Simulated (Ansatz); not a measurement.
The same path of AlFH$_{4}$SSi (8 atoms, charge 0, multiplicity 1) was run 3 times with different band settings. The coordinate that changes most is the dihedral S4–Al2–Si3–H5.

All numbers below come from RKS B3LYP/def2-SVP (Ansatz).

Relaxed end points:

```xyz
8
Properties=species:S:1:pos:R:3
F 1.072 -1.672 -1.281
Al 0.011 -0.832 -0.297
Si 0.425 1.514 0.245
S -1.714 -1.961 0.441
H 0.521 2.333 -1.002
H -0.677 2.064 1.089
H 1.711 1.659 0.993
H -1.348 -3.104 -0.188
```

```xyz
8
Properties=species:S:1:pos:R:3
F 1.109 -1.969 0.687
Al 0.016 -0.882 0.037
Si 0.424 1.521 0.198
S -1.741 -1.754 -0.938
H -0.701 2.292 -0.411
H 0.564 1.935 1.628
H 1.687 1.887 -0.515
H -1.357 -3.029 -0.686
```

Common settings: movable images 7; climbing image yes; spring 5.0 eV/Å²; optimiser quadratic models (default); start path through a guess of the saddle point; end points relaxed.

| run | force threshold | iteration limit |
| --- | --- | --- |
| 1 | 0.03 eV/Å | 37 |
| 2 | 0.5 eV/Å | 39 |
| 3 | 0.5 eV/Å | 43 |

**Question.** What does each run give, and how far can it be trusted?

**Answer.** Run 1: converged after 7 iterations, highest image 0.006 eV above the first end. The top lies less than 8 meV above the higher end, about what the thresholds resolve: that end is a shoulder or a very shallow well. A vibrational analysis at the climbing image gives no mode beyond 40i cm⁻¹: the surface is too flat there to confirm a saddle point.
Run 2: converged after 3 iterations, highest image 0.027 eV above the first end. The threshold of 0.5 eV/Å is loose, so the images may lie well off the minimum-energy path. The order of the stationary point at the top wasn't checked.
Run 3: converged after 3 iterations, highest image 0.027 eV above the first end. The threshold of 0.5 eV/Å is loose, so the images may lie well off the minimum-energy path. The order of the stationary point at the top wasn't checked.
